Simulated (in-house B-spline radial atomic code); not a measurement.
A run on neutral praseodymium that did not converge. Method: Dirac-Kohn-Sham wB97X, spherical fractional occupations, Fermi nucleus of rms radius 4.8919 fm; computed with an all-electron radial atomic-structure program (B-spline basis).

Command:
```bash
python run_scf.py task.json out
```
Settings (nuclear radius in fm, mass in u):
```
Z                59
configuration    [Xe] 4f3 6s2
hamiltonian      dirac
method           wb97x
spin_polarised   False
nucleus          fermi
rms_radius       4.8919
atomic_mass      140.90766
speed_of_light   137.035999084
```

First and last ten iterations of the last attempt (damped for 15 steps, keeping 80 % of the old Fock matrix, then DIIS):
```
 iter        energy (Eh)    residual
    1       -9232.656111    5.81e-01
    2       -9233.520054    5.00e-01
    3       -9238.037711    3.21e-01
    4       -9240.277143    1.97e-01
    5       -9241.346995    1.19e-01
    6       -9241.839698    7.23e-02
    7       -9242.058771    4.64e-02
    8       -9242.153409    2.98e-02
    9       -9242.193837    2.21e-02
   10       -9242.211573    1.78e-02
  111       -9239.098736    1.33e-01
  112       -9239.103407    1.33e-01
  113       -9239.102383    1.33e-01
  114       -9239.103837    1.33e-01
  115       -9239.084927    1.33e-01
  116       -9239.095584    1.33e-01
  117       -9239.191243    1.33e-01
  118       -9239.240228    1.33e-01
  119       -9242.226564    7.18e-03
  120       -9242.230946    4.76e-03
 not converged after 120 iterations
```

The smallest residual met was 4.8e-03; the threshold is about 6e-07. No energy from this run should be used. Run time, properties included: 2.1 min on 1 thread of Arm Neoverse V2, with other jobs on the host.
